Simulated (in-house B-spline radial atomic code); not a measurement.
Values are calculated unless marked as measured or tabulated.
# Correlation energy from the adiabatic connection: −Z exp(−kr)/r, Z = 2.35, k = 0.508

Two electrons in a singlet, external potential −Z exp(−kr)/r, Z = 2.35, k = 0.508 (atomic units). Full CI in B-splines (partial waves to l = 8, correlation up to 0.6 % small) with the density held fixed gives W(λ) = <V_ee>_λ − U, and E_c is the integral of W(λ) − W(0) from 0 to 1.

| λ | W(λ) − W(0) (hartree) |
| --- | --- |
| 0 | 0.00000 |
| 0.02 | -0.00195 |
| 0.05 | -0.00485 |
| 0.12 | -0.01147 |
| 0.25 | -0.02331 |
| 0.4 | -0.03626 |
| 0.6 | -0.05243 |
| 0.8 | -0.06747 |
| 1 | -0.08149 |

(1) Integrate the table by the trapezoid rule.

(2) Now use only three numbers: W(0) = -1.1707, the initial slope W'(0) = -0.09791 (extrapolated from the first points) and the strong-coupling limit of the point-charge-plus-continuum model, W∞ = -1.6751. What do second-order theory and the interpolation W(λ) = W∞ + (W(0) − W∞)/√(1 + 2χλ) of Seidl, Perdew and Levy give?

Answers

(1) The strips give -0.00002, -0.00010, -0.00057, -0.00226, -0.00447, -0.00887, -0.01199, -0.01490, which sum to -0.04318 hartree. The direct value, W(1) − W(0) + T_c with T_c = 0.03824, is -0.04325; the curve is convex, so chords lie above it and the trapezoids fall short in size by 0.17 %.

(2) Second order keeps the slope alone: E_c = W'(0)/2 = -0.04895, +13 % in size against -0.04325. Matching the slope fixes χ = W'(0)/(W∞ − W(0)) = -0.09791/(-0.50440) = 0.19411. Integrating, with s = √(1 + 2χ) = 1.178229, E_c = −(W(0) − W∞)(s − 1)/(s + 1) = −0.50440 × 0.178229/2.178229 = -0.04127 hartree, -4.6 % in size against the full result. At λ = 1 the formula gives W − W(0) = -0.07630 against -0.08149. Part of the miss can come from the model's W∞.
